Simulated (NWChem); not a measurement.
System meant: cyclohexane (C6H12); SMILES C1CCCCC1

Here is an NWChem input.

```
start job
memory heap 200 mb stack 900 mb global 1100 mb
geometry units angstroms noautoz
  C     -1.435675     0.303856    -0.229758
  C     -0.454642     1.394957     0.229405
  C      0.981082     1.090965    -0.229529
  C      1.435675    -0.303856     0.229758
  C      0.454642    -1.394957    -0.229405
  C     -0.981082    -1.090965     0.229529
  H     -1.502257     0.317697    -1.328089
  H     -2.444787     0.517414     0.146017
  H     -0.774214     2.375920    -0.145631
  H     -0.475734     1.458744     1.327846
  H      1.026304     1.141069    -1.327910
  H      1.670429     1.858456     0.145787
  H      2.444787    -0.517414    -0.146017
  H      1.502257    -0.317697     1.328089
  H      0.774214    -2.375920     0.145631
  H      0.475734    -1.458744    -1.327846
  H     -1.026304    -1.141069     1.327910
  H     -1.670429    -1.858456    -0.145787
end
basis spherical
  * library def2-svp
end
dft
  xc xpbe96 cpbe96
  iterations 4
  mulliken
end
task dft energy
```

End of the output:

```
    Atom       Charge   Shell Charges
 -----------   ------   -------------------------------------------------------
    1 C    6     6.05   1.96  0.59  0.29  1.92  1.19  0.08
    2 C    6     6.05   1.96  0.59  0.29  1.92  1.19  0.08
    3 C    6     6.05   1.96  0.59  0.29  1.92  1.19  0.08
    4 C    6     6.05   1.96  0.59  0.29  1.92  1.19  0.08
    5 C    6     6.05   1.96  0.59  0.29  1.92  1.19  0.08
    6 C    6     6.05   1.96  0.59  0.29  1.92  1.19  0.08
    7 H    1     0.98   0.64  0.27  0.07
    8 H    1     0.98   0.64  0.27  0.07
    9 H    1     0.98   0.64  0.27  0.07
   10 H    1     0.98   0.64  0.27  0.07
   11 H    1     0.98   0.64  0.27  0.07
   12 H    1     0.98   0.64  0.27  0.07
   13 H    1     0.98   0.64  0.27  0.07
   14 H    1     0.98   0.64  0.27  0.07
   15 H    1     0.98   0.64  0.27  0.07
   16 H    1     0.98   0.64  0.27  0.07
   17 H    1     0.98   0.64  0.27  0.07
   18 H    1     0.98   0.64  0.27  0.07

 center of mass
 --------------
 x =   0.00000000 y =   0.00000000 z =   0.00000000

 moments of inertia (a.u.)
 ------------------
         421.723992151529          -0.000000000000           0.000000000000
          -0.000000000000         421.723992151529          -0.000000000000
           0.000000000000          -0.000000000000         739.269952609720

     Multipole analysis of the density
     ---------------------------------

     L   x y z        total         alpha         beta         nuclear
     -   - - -        -----         -----         ----         -------
     0   0 0 0     -0.000000    -24.000000    -24.000000     48.000000

     1   1 0 0     -0.000000     -0.000000     -0.000000     -0.000000
     1   0 1 0      0.000000      0.000000      0.000000      0.000000
     1   0 0 1      0.000000      0.000000      0.000000      0.000000

     2   2 0 0    -30.030122   -130.277462   -130.277462    230.524803
     2   1 1 0      0.000000      0.000000      0.000000      0.000000
     2   1 0 1     -0.000000     -0.000000     -0.000000     -0.000000
     2   0 2 0    -30.030122   -130.277462   -130.277462    230.524803
     2   0 1 1     -0.000000     -0.000000     -0.000000      0.000000
     2   0 0 2    -29.659273    -37.337043    -37.337043     45.014813

 ------------------------------------------------------------------------
 dft energy failed                                                                                  0
 ------------------------------------------------------------------------
 ------------------------------------------------------------------------
  current input line :
    31: task dft energy
 ------------------------------------------------------------------------
 ------------------------------------------------------------------------
 This type of error is most commonly associated with calculations not reaching convergence criteria
 ------------------------------------------------------------------------
 For more information see the NWChem manual at https://nwchemgit.github.io

0:dft energy failed:Received an Error in Communication
```

What is wrong, and how is it mended?

Convergence was not reached. Cause: the SCF was allowed too few iterations. This input runs:
```
start job
memory heap 200 mb stack 900 mb global 1100 mb
geometry units angstroms noautoz
  C     -1.435675     0.303856    -0.229758
  C     -0.454642     1.394957     0.229405
  C      0.981082     1.090965    -0.229529
  C      1.435675    -0.303856     0.229758
  C      0.454642    -1.394957    -0.229405
  C     -0.981082    -1.090965     0.229529
  H     -1.502257     0.317697    -1.328089
  H     -2.444787     0.517414     0.146017
  H     -0.774214     2.375920    -0.145631
  H     -0.475734     1.458744     1.327846
  H      1.026304     1.141069    -1.327910
  H      1.670429     1.858456     0.145787
  H      2.444787    -0.517414    -0.146017
  H      1.502257    -0.317697     1.328089
  H      0.774214    -2.375920     0.145631
  H      0.475734    -1.458744    -1.327846
  H     -1.026304    -1.141069     1.327910
  H     -1.670429    -1.858456    -0.145787
end
basis spherical
  * library def2-svp
end
dft
  xc xpbe96 cpbe96
  iterations 150
  mulliken
end
task dft energy
```
It converges to -235.36795 Ha (PBE/def2-SVP).
